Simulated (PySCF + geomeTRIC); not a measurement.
Species: [Ti(NH2)(H)3] (charge 0, multiplicity 1).

### Question
Give a relaxed geometry from PySCF + geomeTRIC with BP86-D3(BJ)/def2-SVP.

### Answer
This is not unique; one that fits is the end point of this relaxation, one of several conformers.
Cartesian coordinates (Å) in one orientation:
```xyz
7

Ti     0.032     0.116    -0.045
N     -0.317     1.434     1.192
H     -1.194     1.970     1.248
H      0.337     1.731     1.930
H      1.729     0.003    -0.308
H     -0.512    -1.290     0.766
H     -0.917     0.372    -1.458
```
